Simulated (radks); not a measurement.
Values are calculated unless marked as measured or tabulated.
Species: Ni IX. Configuration: [Ar] 3d2. Code: a radial shooting solver on a logarithmic mesh with Libxc functionals. Model: scalar-relativistic Kohn-Sham, LB94 model potential, spin-polarised, spherical densities, finite nucleus; open shells are filled with parallel spins first; Fermi nuclear charge, rms radius 3.7757 fm.

Normalised radial functions P(r) = r R(r), r in bohr:

```
   r/bohr * 2p down, o 3s down, + 3p down (the largest magnitude, 2.06, reaches the edge; | marks zero, & curves that meet)
 0.004485                             & o
 0.006326                             &  o
 0.008923                             +* o
  0.01259                             |&  o
  0.01775                             |+*  o
  0.02504                             | + * o
  0.03533                             |  + o *
  0.04983                             |  o +     *
  0.07029                             o      +         *
  0.09915                        o    |        +             *
   0.1399                    o        |        +                 *
   0.1973                    o        |     +                    *
   0.2783                           o+|                    *
   0.3925                  +          |        o *
   0.5537            +                |   *            o
    0.781              +              |*              o
    1.102                    +        *       o
    1.554                          +  * o
    2.192                             &
```

2p down: eigenvalue -1068.2 eV, 0 radial nodes, <r> = 0.214 bohr, 90 % of the charge inside 0.349 bohr. 3s down: eigenvalue -292.91 eV, 2 radial nodes at r = 0.0700, 0.297 bohr, <r> = 0.695 bohr, 90 % of the charge inside 1.03 bohr. 3p down: eigenvalue -252.18 eV, 1 radial node at r = 0.267 bohr, <r> = 0.706 bohr, 90 % of the charge inside 1.06 bohr.
